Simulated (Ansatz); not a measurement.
In3⁺, relaxed as a singlet with RKS PBE-D4/def2-SVP in Ansatz, starting from the GFN1-xTB geometry. Force threshold 0.02 eV/Å.

In the def2 sets In takes a core potential; there is no spin–orbit coupling. The restricted singlet is unstable towards broken spin symmetry at other levels; at PBE-D4/def2-SVP this wasn't settled. At PBE-D4/def2-SVP a triplet of charge 1 lies 0.13 eV below the restricted singlet, each at its own geometry. The structure comes from a short search, and lower isomers may exist.

Start:

```tsv
atom	x (Å)	y (Å)	z (Å)
In1	-0.052	0.150	-1.696
In2	1.037	-1.137	0.725
In3	-0.985	0.987	0.972
```

```tsv
step	energy (eV)	largest force component (eV/Å)	SCF passes
1	-15516.2972	0.220	54
2	-15516.3064	0.085	44
3	-15516.3105	0.218	88
4	-15516.3374	0.633	62
5	-15516.4957	0.906	64
6	-15516.8164	0.127	34
7 (rejected)	-15516.7963	0.210	32
8	-15516.8308	0.028	29
9	-15516.8318	0.000	29
```

Force components are those of the run's own axes.

End:

Cartesian coordinates in Å:
```
In -0.064 0.184 -2.094
In 1.283 -1.407 0.893
In -1.220 1.223 1.201
```

Bonds lost: In1–In2, In1–In3, In2–In3 (atoms count from 1).

No frequencies were taken in this run, so the end may be a saddle point.

It took 28 s on 2 threads of AMD EPYC 7R43 on a shared host.
